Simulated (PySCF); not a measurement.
Compound: C₂H₁₁NOSi₂.
Atom-mapped SMILES: `[CH3:1][CH2:2][O:3][SiH2:4][SiH2:5][NH2:6]` (hydrogens: H7, H8, H9 on C1; H10, H11 on C2; H12, H13 on Si4; H14, H15 on Si5; H16, H17 on N6)

Structure optimised with GFN2-xTB, isolated species.

**Question.** Give the optimised bond lengths and angles.

**Answer.** 
```json
{"bond": "C1–C2", "length (pm)": "152.1", "order": "single"}
{"bond": "C2–O3", "length (pm)": "139.6", "order": "single"}
{"bond": "O3–Si4", "length (pm)": "162.4", "order": "single"}
{"bond": "Si4–Si5", "length (pm)": "228.3", "order": "single"}
{"bond": "Si5–N6", "length (pm)": "172.7", "order": "single"}
{"bond": "C1–H7, C1–H8, C1–H9", "length (pm)": "108.7", "order": "single"}
{"bond": "C2–H10, C2–H11", "length (pm)": "109.6", "order": "single"}
{"bond": "Si4–H12, Si4–H13", "length (pm)": "147.8", "order": "single"}
{"bond": "Si5–H14", "length (pm)": "148.1", "order": "single"}
{"bond": "Si5–H15", "length (pm)": "147.0", "order": "single"}
{"bond": "N6–H16, N6–H17", "length (pm)": "100.7", "order": "single"}
```

Bonds in one row agree within 1 pm and their mean is given. Orders are formal, as drawn. A selection of angles:
```json
{"angle": "C2–C1–H7", "degrees": "110.0"}
{"angle": "H7–C1–H8", "degrees": "109.2"}
{"angle": "C1–C2–O3", "degrees": "112.2"}
{"angle": "C1–C2–H10", "degrees": "110.1"}
{"angle": "O3–C2–H10", "degrees": "106.7"}
{"angle": "O3–C2–H11", "degrees": "109.6"}
{"angle": "H10–C2–H11", "degrees": "108.4"}
{"angle": "C2–O3–Si4", "degrees": "128.8"}
{"angle": "O3–Si4–Si5", "degrees": "100.1"}
{"angle": "O3–Si4–H12", "degrees": "111.3"}
{"angle": "O3–Si4–H13", "degrees": "108.9"}
{"angle": "Si5–Si4–H12", "degrees": "117.0"}
{"angle": "H12–Si4–H13", "degrees": "102.1"}
{"angle": "Si4–Si5–N6", "degrees": "103.5"}
{"angle": "Si4–Si5–H14", "degrees": "115.4"}
{"angle": "Si4–Si5–H15", "degrees": "117.0"}
{"angle": "N6–Si5–H14", "degrees": "113.2"}
{"angle": "N6–Si5–H15", "degrees": "102.6"}
{"angle": "H14–Si5–H15", "degrees": "104.6"}
{"angle": "Si5–N6–H16", "degrees": "118.6"}
{"angle": "H16–N6–H17", "degrees": "109.2"}
```

Torsions: C1–C2–O3–Si4 75° (synclinal); C2–O3–Si4–Si5 177° (antiperiplanar); O3–Si4–Si5–N6 -179° (antiperiplanar). The mirror-image conformer, all signs reversed, is as good.

Of the pairs four or more bonds apart, Si4···H8 is among the closest relative to their van der Waals radii: 3.16 Å, 96 % of the sum of Bondi's values. Si5 (SiH2 silicon) is distorted tetrahedral (angles from 102.6° to 117.0°). O3 (silyl ether oxygen) is bent (angle 128.8°). N6 (silicon-bound nitrogen) is pyramidal (angles 119.4°, 118.6° and 109.2°, sum 347.2°, 0.25 Å off the plane of its three neighbours). Si4 (oxygen-bound silicon) is distorted tetrahedral (angles from 100.1° to 117.4°).

Point group: C1 (no symmetry element, even within 0.4 Å). Stationary, but not proved a minimum. One conformer, not necessarily the lowest (C1–C2–O3–Si4 75°, C2–O3–Si4–Si5 177°, O3–Si4–Si5–N6 -179°, Si4–Si5–N6–H -175° and 48°).

The numbers are calculated, not measured.
